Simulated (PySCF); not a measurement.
# Energy of La⁻ (lanthanum, charge -1) between two integer charges

The 5d alpha orbital of [Xe] 5d2 6s2 is emptied in steps (occupation f), with all orbitals relaxed, ending at [Xe] 5d1 6s2. Computed with PySCF 2.14 in def2-TZVPPD with the def2 core potential (46 electrons) (6s5p3d2f1g, 59 functions), with scalar relativity through the core potential. The exact energy is a straight line in f; departures are measured from the line between the end points of the same method.

```
  f  LDA (eV)  PBE (eV)
  1     0.000     0.000
0.9    -0.213    -0.213
0.7    -0.499    -0.503
0.5    -0.592    -0.605
0.3    -0.489    -0.513
0.1    -0.202    -0.222
  0     0.000     0.000
```

```json
{"method": "LDA", "E(f=0) − E(f=1) (eV)": "0.606", "−ε at f=1 (eV)": "-1.758", "−ε at f=0.5 (eV)": "0.632"}
{"method": "PBE", "E(f=0) − E(f=1) (eV)": "0.664", "−ε at f=1 (eV)": "-1.695", "−ε at f=0.5 (eV)": "0.634"}
```

Orbital energy along the path (eV):

| f | LDA | PBE |
| --- | --- | --- |
| 1 | 1.758 | 1.695 |
| 0.9 | 1.294 | 1.243 |
| 0.7 | 0.344 | 0.319 |
| 0.5 | -0.632 | -0.634 |
| 0.3 | -1.601 | -1.616 |
| 0.1 | -2.445 | -2.626 |
| 0 | -2.813 | -3.139 |

At f = 1 the orbital energy is positive for LDA, PBE: only the finite basis holds the electron.

Reference removal energy between the ground levels: 0.558 eV (measured; photodetachment measurements, as compiled on the Wikipedia data page of electron affinities). The calculation has no spin-orbit coupling.
